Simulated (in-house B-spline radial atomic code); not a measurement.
Results of a calculation; reference values are marked as such.
# F in an electron gas of r_s = 2.4: phase shifts, screening, friction and resistivity

A nucleus sits in a uniform electron gas with a rigid positive background. The Kohn-Sham equations are solved self-consistently in the spin-unpolarised LDA (PW92), non-relativistic, on B-splines with outgoing waves at the boundary and partial waves to l = 8. The model has no lattice, no bands and no magnetic solution. Atomic units; δ_l are the phase shifts at the Fermi level, counted so that each bound state adds π, and good to about 0.0005.

The density parameter is r_s = 2.4 bohr, near that of the valence electrons of In (3 per atom, density 7.31 g/cm³, mass 114.82 u, which gives r_s = 2.41).

```tsv
l	δ_l (rad)
0	5.3203
1	2.7476
2	0.0882
3	0.0160
4	0.0020
5	0.0004
6	0.0000
7	0.0001
8	0.0000
```

Bound levels below the band bottom (hartree): s -23.69, s -0.7098, p -0.06108.

(1) Check the Friedel sum rule, and say where the screening charge sits.

(2) Find the transport cross section and the electronic stopping of a 5 keV F ion (mass 19.0 u).

(3) What residual resistivity would 1 atomic per cent of such centres give in In?

(4) On a substitutional site the background of one host ion, a sphere holding 3 charges, is taken out. The phase shifts for l = 0 to 4 become 4.6083, 2.1902, -0.2368, -0.0627, -0.0118. What follows?

Results:

(1) k_F = (9π/4)^(1/3)/r_s = 0.79965. The rule is Z = (2/π) Σ (2l + 1) δ_l. The terms are s 3.387, p 5.248, d 0.281, f 0.071 and 0.015 beyond, in all 9.002 against Z = 9. Bound states hold 4 s, 6 p, 0 d electrons, so the scattering states carry -1.00 in all; where a term is smaller than its bound count, the bound level has drawn weight out of the band.

(2) σ_tr = (4π/k_F²) Σ (l + 1) sin²(δ_l − δ_(l+1)). The terms for l = 0 to 3 are 0.2902, 0.4301, 0.0156, 0.0008, all together 0.7367, so σ_tr = 19.652 × 0.7367 = 14.477 bohr². With n = 3/(4π r_s³) = 0.01727, the friction coefficient is Q = n k_F σ_tr = 0.1999. For v well below v_F = 0.800, dE/dx = Q v; with 24801 eV per u at v = 1, v = √(5000/(24801 × 19.0)) = 0.1030, so dE/dx = 0.02059 hartree/bohr = 10.6 eV/nm. The largest term couples the p and d waves.

(3) Δρ = k_F n_i σ_tr/n in atomic units of 21.74 μΩ·cm. With one host atom per 3 electrons, n_i/n = 0.01/3, so Δρ = 0.7996 × 0.00333 × 14.477 × 21.74 = 0.84 μΩ·cm. This is an atom added to the gas, as on an interstitial site.

(4) The Friedel sum is now 6.01, for Z − 3 = 6. The sum in σ_tr is 1.3980, so σ_tr = 27.47 bohr² and Δρ = 1.59 μΩ·cm per atomic per cent, 1.90 times the value above. A real host ion scatters too, so this model doesn't give zero even for the host's own atom.
